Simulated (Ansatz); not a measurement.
Consider the formal exchange of groups at the Si–O bond: `O[SiH2][SiH2]S` + ethylene → `C=C[SiH2][SiH2]S` + H₂O.

Computed with Ansatz on PBE0-D4/def2-TZVP structures; ΔE is electronic, products minus reactants. CBS: MP2 limit from def2 TZ/QZ plus the TZ coupled-cluster correction, frozen cores. This one scheme is used for every species. One conformer a species, not always the lowest.

```tsv
species	CCSD(T)/CBS(def2) energy (Eh)
`O[SiH2][SiH2]S`	-1054.78044
`C=C`	-78.48111
`C=C[SiH2][SiH2]S`	-1056.85367
H₂O	-76.37941
```

Question: Work out ΔE.

Answer: ΔE = (-1056.85367) + (-76.37941) − (-1054.78044) − (-78.48111) = 0.02847 Eh = +74.7 kJ/mol.

Largest T1 diagnostic among the species: 0.012.

The D4 term adds −8.9 kJ/mol with B3LYP and −5.4 kJ/mol with PBE0; it sums over pairs of atoms, weighted by their polarisabilities, and B3LYP, whose exchange is more repulsive, gets the larger term. In def2-TZVPP, CCSD(T) changes the Hartree–Fock value by −23.0 kJ/mol (the triples alone add −3.6 kJ/mol) and MP2 by −25.3 kJ/mol.

B3LYP here is the variant with VWN-RPA as its local correlation; programs differ in this.
